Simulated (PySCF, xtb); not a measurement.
Ge(H)2(Me)(OMe) (C₂H₈GeO), SMILES C[O][GeH2][CH3].

xtb 6.7.1 with GFN2-xTB at its own geometry gives an orbital gap of 8.19 eV and a dipole moment of 0.52 D.

Geometry optimised at PBE-D3(BJ)/def2-SVP. The structure was generated by enumeration, and PubChem lists no compound with its InChIKey, so it may never have been made. Other conformers were not sampled.

Q: What does PBE/def2-TZVP run with PySCF give? (An estimate is asked for; the answer gives what the named calculation found.)

A: gap 5.79 eV (levels -6.02 and -0.23 eV), dipole 0.85 D.
